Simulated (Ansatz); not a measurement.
Energy needed to pull apart SiAsH₃S (SMILES [SiH2]1S[AsH]1), singlet, into free ground-state atoms, from the structure below (displaced at random from a GFN2-xTB minimum); no zero-point or spin–orbit terms; open-shell atoms are treated unrestricted, in their ground-state multiplicity.

```json
{"atom": "Si1", "x (Å)": "-0.5387", "y (Å)": "0.1118", "z (Å)": "-0.5343"}
{"atom": "S2", "x (Å)": "1.0840", "y (Å)": "-1.2703", "z (Å)": "-0.3648"}
{"atom": "As3", "x (Å)": "0.1937", "y (Å)": "-0.4405", "z (Å)": "1.5450"}
{"atom": "H4", "x (Å)": "-1.7620", "y (Å)": "-0.5037", "z (Å)": "-1.0658"}
{"atom": "H5", "x (Å)": "-0.1243", "y (Å)": "1.3218", "z (Å)": "-1.2401"}
{"atom": "H6", "x (Å)": "1.1113", "y (Å)": "0.7834", "z (Å)": "1.6495"}
```

Program: Ansatz 0.2.0. Basis: def2-TZVPP. Cores are frozen in the correlated methods. Filled d shells of the heavier atoms are correlated. The def2 sets are not built for correlating such inner shells, so the correlated values are less sure here.

```
      method  atomization energy (kcal/mol)
      PBE-D4                          398.2
   r2SCAN-D4                          396.0
     PBE0-D4                          391.3
CAM-B3LYP-D4                          388.9
     LC-wPBE                          380.9
     wB97M-V                          393.8
          HF                          257.5
         MP2                              ?
        CCSD                              ?
     CCSD(T)                          376.9
```

Q: What does CCSD give? (An estimate is asked for; the value comes from the calculation.)

A: By the calculation: 367.8 kcal/mol, which is about 9.1 kcal/mol less than CCSD(T)/def2-TZVPP.

Q: What does MP2 give? (Judge from chemistry; the value comes from the calculation.)

A: Computed: 377.9 kcal/mol, which is about 1.0 kcal/mol more than CCSD(T)/def2-TZVPP.

In triple zeta the MP2 and coupled-cluster atomization energies are still short of their basis limit by a few kcal/mol a bond, whereas those of the functionals are nearly converged, so these differences are not deviations from converged CCSD(T).

The T1 diagnostic stays at or below 0.013.

For scale, one of the runs: CCSD(T)/def2-TZVPP forces, 174 basis functions (an equivalent command: `ansatz run in.yaml --threads 4`). Hardware: 4 CPU threads, shared host. Wall time 110 s; peak host memory 2.5 GiB.
